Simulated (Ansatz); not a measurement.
How basis sets differ on C2H9GeN (Ge(NMe2)H3)

C2H9GeN: 13 atoms, total charge 0, spin state singlet. SMILES: `[H][Ge]([H])([H])[N](C)C`. Geometry: a GFN2-xTB relaxation, a rough one for these elements and not checked as a minimum.

```xyz
13

Ge   -0.0272   -0.0534   -1.6923
N     0.1426    0.2614    0.0934
C     1.0776   -0.5263    0.8664
C    -1.0270    0.6226    0.8638
H     1.4006    0.0434    1.7419
H     1.9505   -0.7505    0.2544
H     0.6462   -1.4719    1.2188
H    -1.6861    1.2363    0.2508
H    -1.5904   -0.2516    1.2145
H    -0.7243    1.2019    1.7402
H     1.3704   -0.0872   -2.2194
H    -0.8068    1.1056   -2.2229
H    -0.7263   -1.3303   -2.1098
```

Quantity: the dipole moment, in D. The values are calculated.

| level | kind | program | value (D) |
| --- | --- | --- | --- |
| HF/STO-3G | Hartree–Fock | Ansatz | 0.78 |
| HF/3-21G | Hartree–Fock | Ansatz | 0.84 |
| HF/def2-SVP | Hartree–Fock | Ansatz | 0.65 |
| HF/def2-TZVP | Hartree–Fock | Ansatz | 0.58 |

All-electron rows without a relativistic Hamiltonian named are non-relativistic. The values span 0.58 to 0.84 D. Magnitudes only. Sets without polarisation functions give poor dipoles.
